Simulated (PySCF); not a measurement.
## Excitation energy of Bi by level of theory

Bi [Xe] 4f14 5d10 6s2 6p3 (4S) → Bi [Xe] 4f14 5d10 6s1 6p4 (4P), as a difference of total energies. All numbers are calculated (PySCF 2.14, scalar relativity by spin-free X2C-1e, in aug-cc-pVTZ-DK3). Correlated levels: valence: [Xe] 4f14 5d10 frozen. The calculations carry no spin-orbit coupling.

| method | excitation energy (cm⁻¹) |
| --- | --- |
| UHF | 74480 |
| LDA | 80716 |
| PBE | 79491 |
| PBE0 | 78750 |
| r2SCAN | 78648 |
| BHandHLYP | 78109 |
| M06-2X | 75717 |
| MP2 (valence) | 73966 |
| SCS-MP2 (valence) | 73795 |

Spin-orbit coupling is strong in these open shells (close to jj coupling). The scalar numbers leave it out and a first-order estimate fails, so it can dominate the gap to the real levels.

The upper state lies above the first ionisation limit, where it may autoionise and the basis confines it.
